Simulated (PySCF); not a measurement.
PySCF 2.14.0 with density-fitted response routines calculation with PBE0/pcSseg-1 with gauge-including orbitals and coordinates at the GFN2-xTB level; non-relativistic Hamiltonian, one conformer, in vacuum, averaged over atoms made equivalent by symmetry, fast rotation or ring inversion.

References, each an isolated molecule treated in the same way: TMS for $^{1}$H (σref 31.72), $^{13}$C (σref 186.93). Acid and N–H amide carbonyl carbons lie up to 10 ppm further downfield in solution (hydrogen bonding). Shifts are as computed. Against solution values, carbons near 30 ppm lie about +3 ppm off and those near 130 ppm about +5 ppm; carbons on Cl a further +6 ppm (rms about the fit 2.1 ppm; single classes can miss by 10 ppm). Of 1328 compounds with measured shifts, 309 miss one by over three times the rms of a fit or turn the order of signals round; such compounds aren't used in these exercises. Signals without a measured value on file couldn't be tested in this way; 1H shifts scatter by 0.2 ppm about their fit, and single ones miss by 0.5 ppm. Carbons bonded to Cl come out too deshielded. OH and NH positions are gas-phase values without hydrogen bonding to other molecules.

(1) Order these molecules by the shift of their most deshielded carbon-bound hydrogen, lowest δ first.
A. C=C1C=CC=C1NC=O
B. C/C=P\CC(C)C
C. CC#CC#CC(=O)NC

(2) Order these molecules by the shift of their most shielded carbon-bound hydrogen, lowest δ first.
A. CC#CC#CC(=O)NC
B. C=C1C=CC=C1NC=O
C. C/C=P\CC(C)C

(3) How many $^{13}$C and $^{1}$H signals does each give (equivalence by symmetry and fast rotation, but not about amide C–N or C=N bonds)? `C=C1C=CC=C1NC=O`, `C/C=P\CC(C)C`, `CC#CC#CC(=O)NC`, `ClC(Cl)(Cl)Cl`, `O=c1c(Cl)c1OC(F)(F)F`

Results:

(1) C (3.14 ppm, hydrogen on a methyl carbon bonded to N), A (8.41 ppm, hydrogen on an amide carbonyl carbon), B (8.86 ppm, hydrogen on a carbon double-bonded to a heavier main-group atom).

(2) C (1.12 ppm, hydrogen on a methyl carbon), A (2.20 ppm, hydrogen on a propargylic methyl carbon), B (5.86 ppm, hydrogen on an alkene CH).

(3) C=C1C=CC=C1NC=O: 7 C, 7 H; C/C=P\CC(C)C: 5 C, 5 H; CC#CC#CC(=O)NC: 7 C, 3 H; ClC(Cl)(Cl)Cl: 1 C, 0 H; O=c1c(Cl)c1OC(F)(F)F: 4 C, 0 H.
